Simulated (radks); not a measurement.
All-electron atom: W II in [Xe] 4f14 5d4 6s1.

Calculated with a radial shooting solver on a logarithmic mesh with Libxc functionals: scalar-relativistic Kohn-Sham, LDA (Slater exchange, Perdew-Wang correlation), spin-polarised, spherical densities, finite nucleus; open shells are filled with parallel spins first (spin-orbit coupling, left out, can overturn this in heavy ions); Fermi nuclear charge, rms radius 5.3658 fm.

Energy parts (eV):
part                       energy
total                  -438929.53
kinetic                 483336.75
electron-nucleus      -1084801.41
Hartree                 171057.65
exchange-correlation     -8522.52

Orbitals (lengths in bohr, moments of r in powers of bohr; r(max) is where P^2 peaks):
| orbital | occ. | eigenvalue (eV) | r(max) |
|---|---|---|---|
| 1s up | 1 | -69418.81 | 0.01147 |
| 1s down | 1 | -69418.80 | 0.01147 |
| 2s up | 1 | -11989.63 | 0.06573 |
| 2s down | 1 | -11989.45 | 0.06573 |
| 2p up | 3 | -10493.65 | 0.05389 |
| 2p down | 3 | -10493.51 | 0.05389 |
| 3s up | 1 | -2766.376 | 0.1854 |
| 3s down | 1 | -2766.301 | 0.1854 |
| 3p up | 3 | -2323.163 | 0.1835 |
| 3p down | 3 | -2323.083 | 0.1835 |
| 3d up | 5 | -1811.544 | 0.1493 |
| 3d down | 5 | -1811.423 | 0.1493 |
| 4s up | 1 | -575.7836 | 0.4208 |
| 4s down | 1 | -575.6157 | 0.4208 |
| 4p up | 3 | -430.2708 | 0.4413 |
| 4p down | 3 | -430.0991 | 0.4413 |
| 4d up | 5 | -245.5799 | 0.4522 |
| 4d down | 5 | -245.3674 | 0.4522 |
| 4f up | 7 | -40.8853 | 0.4280 |
| 4f down | 7 | -40.4664 | 0.4277 |
| 5s up | 1 | -87.2327 | 0.9631 |
| 5s down | 1 | -85.6845 | 0.9598 |
| 5p up | 3 | -51.5858 | 1.094 |
| 5p down | 3 | -49.5570 | 1.087 |
| 5d up | 4 | -12.8855 | 1.499 |
| 5d down | 0 | -10.1570 | 1.475 |
| 6s up | 1 | -13.2249 | 2.536 |
| 6s down | 0 | -10.7691 | 2.595 |

The highest occupied level is 5d up at -12.885 eV. For comparison, the ionisation energy in NIST's Atomic Spectra Database is 16.4 eV (semi-empirical). In exact Kohn-Sham theory the highest level is minus the ionisation energy, but local and semilocal functionals leave it too shallow, through self-interaction and a potential that decays too fast; potentials with the right tail come closer. Spin moment in Bohr magnetons: 5. Summed over all electrons, <r^2> = 53.05 bohr^2, which gives a Langevin (diamagnetic) susceptibility term of -42 x 10^-6 cm^3/mol. The density falls to 0.001 e/bohr^3 at r = 4.26 bohr. The spin density at the nucleus is 83.98 e/bohr^3 (1s 0.12, 2s -0.81, 3s 0.05, 4s 0.50, 5s -14.59, 6s 98.69).
